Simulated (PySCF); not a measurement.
# Electron correlation in Mo²⁺ (molybdenum, charge +2)

[Kr] 4d3 5s1, high-spin 5F determinant (an excited configuration). Computed with PySCF 2.14 in aug-cc-pVTZ-PP with one added diffuse shell each of s, p, d, f, g type with ECP28MDF (7s7p6d4f3g, 113 functions), with scalar relativity through the core potential. Frozen: 4s2 4p6; 4 electrons correlated.

MP2 pair energies summed by pair of shells (mhartree):

```csv
pair,energy,share (%)
4d-4d,-15.34,53.2
4d-5s,-13.49,46.8
```

Total MP2 correlation energy: -28.83 mhartree.

Same-spin part -28.83 and opposite-spin part 0.00 mhartree; SCS-MP2 scales them by 1/3 and 6/5 to -9.61 mhartree.
